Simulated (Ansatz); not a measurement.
Basis-set extrapolation for H$_{5}$PSSi$_{2}$ (`S[SiH]1[SiH2]P1`) (PBE0-D4/def2-TZVP geometry, frozen core, the Gaussian-basis code of Ansatz). Multiplicity 1, RHF reference.

|  | def2-TZVPP | def2-QZVPP |
| --- | --- | --- |
| HF | -1319.097043 | -1319.135272 |
| MP2 correlation | -0.571940 | -0.618597 |
| CCSD(T) correlation | -0.665379 | not run |

Energies in hartree. Use E(X) = E(∞) + A·exp(−7.88·√X) for Hartree–Fock and E(X) = E(∞) + B·X^(−2.97) for correlation, with X = 3 and 4, and add CCSD(T) minus MP2 of the smaller set to the MP2 limit.

Q: What is the CCSD(T) energy at the basis-set limit?

A: HF limit: -1319.135272 + (-0.038229) × 0.13774 = -1319.14054. MP2 limit: -0.618597 + (-0.046657) × 0.74074 = -0.65316. Higher-order term: -0.665379 − (-0.571940) = -0.09344. Total: -1319.88714 hartree, 327.4 kJ/mol below CCSD(T)/def2-TZVPP.
